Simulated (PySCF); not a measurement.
# How methods differ on the fine-structure interval of Kr+

Kr+ [Ar] 3d10 4s2 4p5 [4p1/2^2 4p3/2^3, M_J = 3/2] → Kr+ [Ar] 3d10 4s2 4p5 [4p1/2^1 4p3/2^4, M_J = 1/2], as a difference of total energies. Computed with PySCF 2.14 in x2c-SVPall-2c with one added diffuse shell each of s, p, d type (6s7p4d, 47 functions), with the two-component X2C-1e Hamiltonian. Correlated levels: [Ne] frozen; the 4 highest virtual spinors dropped. "Screened" scales the spin-orbit matrix elements by Boettger's factors to mimic the two-electron term; Breit and QED terms are absent.

```json
{"method": "GHF (screened spin-orbit)", "fine-structure interval (cm⁻¹)": "5030.4", "error (cm⁻¹)": "-340"}
{"method": "GMP2 (screened spin-orbit)", "fine-structure interval (cm⁻¹)": "5546.6", "error (cm⁻¹)": "+177"}
{"method": "GHF (bare spin-orbit)", "fine-structure interval (cm⁻¹)": "5346.7", "error (cm⁻¹)": "-23"}
```

Reference: 5370.1 cm⁻¹ (measured; NIST Handbook of Basic Atomic Spectroscopic Data (Sansonetti and Martin, J. Phys. Chem. Ref. Data 34, 1559 (2005))).

Errors of the correlated levels include the incompleteness of this basis and the frozen core.
